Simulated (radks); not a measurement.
Excited configurations of the bismuth ion Bi2+: one electron is placed in a higher orbital outside [Hg]. The ground configuration is [Hg] 6p1. Calculated with a radial shooting solver on a logarithmic mesh with Libxc functionals: Dirac Kohn-Sham, PBE, spin-unpolarised, spherical densities, finite nucleus; open shells fill j = l - 1/2 first; Fermi nuclear charge, rms radius 5.5211 fm. Excitation = E - E(ground); binding = E(ion) - E, where the ion is the core of charge +3; n* = 3/sqrt(2 binding) in atomic units, and the quantum defect is n - n*.

outer orbital	excitation (eV)	binding (eV)	n*	quantum defect
5f5/2	16.755	8.608	3.772	1.228
6d3/2	12.534	12.829	3.090	2.910
7s1/2	11.521	13.842	2.974	4.026
7d3/2	17.932	7.431	4.059	2.941
7f5/2	21.253	4.110	5.458	1.542

The Delta-SCF ionisation energy is 25.363 eV (NIST Atomic Spectra Database: 25.571 eV, measured). Self-interaction in the functional shifts the binding energies and quantum defects, so they are the method's values and not measured ones. Spin polarisation and multiplet splitting are left out, so open shells lie too high by an amount that depends on their filling.

Beside tabulated values, note that spin-unpolarised runs miss the spin-polarisation part of the exchange energy of open shells.
